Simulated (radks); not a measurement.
Results of a calculation; reference values are marked as such.
Ionisation of the cobalt ion Co21+, [He] 2s2 2p2, to Co22+, [He] 2s2 2p1, under several functionals. Non-relativistic Kohn-Sham, spin-polarised, spherical densities, point nucleus; open shells are filled with parallel spins first; a radial shooting solver on a logarithmic mesh with Libxc functionals.

OLYP: E(Co21+) (hartree) -1008.69820; Exc (hartree) -28.61276; IE (eV) 1838.2; -e(HOMO) (eV) 1785.4; <r> HOMO (bohr) 0.2059; IE error (eV) -5.8
SOGGA: E(Co21+) (hartree) -1007.38888; Exc (hartree) -27.28042; IE (eV) 1835.1; -e(HOMO) (eV) 1781.8; <r> HOMO (bohr) 0.2061; IE error (eV) -8.9
revTPSS: E(Co21+) (hartree) -1008.60112; Exc (hartree) -28.50977; IE (eV) 1835.7; -e(HOMO) (eV) 1782.7; <r> HOMO (bohr) 0.2062; IE error (eV) -8.3
exchange-only LDA: E(Co21+) (hartree) -1005.55588; Exc (hartree) -25.42710; IE (eV) 1832.6; -e(HOMO) (eV) 1779.3; <r> HOMO (bohr) 0.2061; IE error (eV) -11.4
PBE: E(Co21+) (hartree) -1008.42959; Exc (hartree) -28.33386; IE (eV) 1836.3; -e(HOMO) (eV) 1782.9; <r> HOMO (bohr) 0.2060; IE error (eV) -7.7
BLYP: E(Co21+) (hartree) -1008.69204; Exc (hartree) -28.59960; IE (eV) 1837.1; -e(HOMO) (eV) 1783.6; <r> HOMO (bohr) 0.2060; IE error (eV) -6.9
HCTH/407: E(Co21+) (hartree) -1008.34329; Exc (hartree) -28.25719; IE (eV) 1840.1; -e(HOMO) (eV) 1787.5; <r> HOMO (bohr) 0.2057; IE error (eV) -3.9

NIST Atomic Spectra Database: 1844 eV (semi-empirical). Closest: HCTH/407. The Delta-SCF values span 7.46 eV, the total energies 3.14 hartree. The highest occupied level is 2p. Open shells are spherical and high-spin; term and fine-structure splittings are not resolved.
